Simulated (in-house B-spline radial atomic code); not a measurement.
Cl⁷⁺. Computed with a B-spline radial atomic code. Model: all-electron spherical atom, spin shells full or empty, radial basis limit, no spin-orbit coupling: exact exchange with a local potential (Slater, KLI or optimised effective potential, whose far tail is KLI's), no correlation.

Exchange potential has not reached -1/r at the last radius.

The run also made RPA and GW results, which its time includes.

The Slater potential averages the orbital exchange potentials with the orbital densities as weights, KLI adds orbital constants, and the optimised effective potential minimises the exact-exchange energy among local potentials. So their energies lie above Hartree-Fock in the order OEP, KLI, Slater. All fall off as −1/r, unlike LDA and GGA exchange.

Command:
```bash
python run_gw.py task.json out
```
Settings (lengths in bohr, energies in hartree):
```
Z                      17
electrons              10
configuration          [He] 2s2 2p6
hamiltonian            nr
method                 kli
lmax                   9
spin_polarised         False
box_radius             8.41
intervals              64
```

Cost of the run: 1.6 s on 1 thread of Arm Neoverse N1, with other jobs on the host.

Given: hamiltonian non-relativistic; mean-field start exchange-only KLI.

Computed: energy above Hartree-Fock 2.7083 millihartree; virial ratio -E/T less 1 0.000812.

```
radius (bohr)  r times exchange potential (hartree bohr)
      0.00294                                  -0.041178
      0.00349                                  -0.048843
      0.00414                                  -0.057878
      0.00491                                  -0.068541
      0.00582                                  -0.081079
       0.0069                                  -0.095858
      0.00819                                   -0.11335
      0.00971                                          ?
       0.0115                                   -0.15723
       0.0137                                   -0.18549
       0.0162                                    -0.2166
       0.0192                                   -0.25241
       0.0228                                          ?
        0.027                                   -0.33705
       0.0321                                   -0.38547
        0.038                                   -0.43463
       0.0451                                   -0.48437
       0.0535                                   -0.53087
       0.0634                                   -0.57042
       0.0752                                   -0.59951
       0.0892                                   -0.61482
        0.106                                   -0.61696
        0.126                                   -0.61679
        0.149                                   -0.64029
        0.177                                   -0.71564
        0.209                                   -0.83429
        0.248                                   -0.97651
        0.295                                    -1.1166
        0.349                                    -1.2316
        0.414                                    -1.3139
        0.492                                    -1.3529
        0.583                                     -1.348
        0.691                                    -1.3093
         0.82                                    -1.2511
        0.973                                     -1.188
         1.15                                    -1.1309
         1.37                                    -1.0807
```

(1) What belongs in the row 0.00971?

(2) What belongs in the row 0.0228?

| occupied | level (hartree) | Hartree-Fock level (hartree) |
| --- | --- | --- |
| 1s | -106.7 | -109.95 |
| 2s | -15.034 | -15.364 |
| 2p | -12.87 | -12.871 |

| empty | level (hartree) |
| --- | --- |
| 3s | -5.1422 |
| 3p | ? |
| 3d | -3.8455 |
| 4s | -2.5939 |
| 4p | -2.3793 |
| 4d | -2.1115 |

(3) What belongs in the row 3p?

## Answers

(1) r times exchange potential (hartree bohr): -0.13369.

(2) r times exchange potential (hartree bohr): -0.29304.

(3) level (hartree): -4.5747.

The highest level, 2p, differs from Hartree-Fock by +0.05 eV and the deepest, 1s, by +88.4 eV: a local potential can match the highest level but can't give each shell its own exchange.
